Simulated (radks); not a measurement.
Problem. Dipole-allowed excitations along the series with 4 electrons in [He] 2s2. Method: scalar-relativistic Kohn-Sham, LB94 model potential, spin-unpolarised, spherical densities, finite nucleus; Fermi nuclear charge, rms radius of each element as measured or else 0.836 A^(1/3) + 0.57 fm; computed with a radial shooting solver on a logarithmic mesh with Libxc functionals. Time-dependent linear response with the Hartree and adiabatic LDA kernel, continuum included through the Sternheimer equations, no spin-orbit coupling, so fine structure and intercombination lines are absent. Lines are the poles of the dipole polarisability below minus the highest occupied eigenvalue, found on a grid refined at the orbital gaps; the lowest seven at most are given, and weak or close lines can be missed. The first line takes the name of the lowest orbital gap if no other gap lies below it; otherwise a line is named after a gap within 0.6 % of it, if that gap stands alone.

| species | -e(HOMO) (eV) | lowest orbital gap (eV) | first line (eV) | f | strongest line (eV) | its f | static alpha (bohr^3) |
|---|---|---|---|---|---|---|---|
| Si10+ | 470.97 | 2s-2p 25.043 | 34.953 (2s-2p) | 0.224 | 278.22 (2s-3p) | 0.655 | 0.1452 |
| S12+ | 645.96 | 2s-2p 29.870 | 41.425 (2s-2p) | 0.197 | 378.65 (2s-3p) | 0.680 | 0.08999 |
| Cl13+ | 743.87 | 2s-2p 32.409 | 44.797 (2s-2p) | 0.186 | 434.72 (2s-3p) | 0.690 | 0.07254 |
| Ar14+ | 848.74 | 2s-2p 35.048 | 48.272 (2s-2p) | 0.177 | 494.72 (2s-3p) | 0.699 | 0.05923 |
| K15+ | 960.61 | 2s-2p 37.801 | 51.871 (2s-2p) | 0.169 | 558.66 (2s-3p) | 0.706 | 0.04890 |

Estimate the first line of P11+, its oscillator strength and the static polarisability.

Solution. 38.148 eV (2s-2p), f = 0.209, alpha = 0.1133 bohr^3.
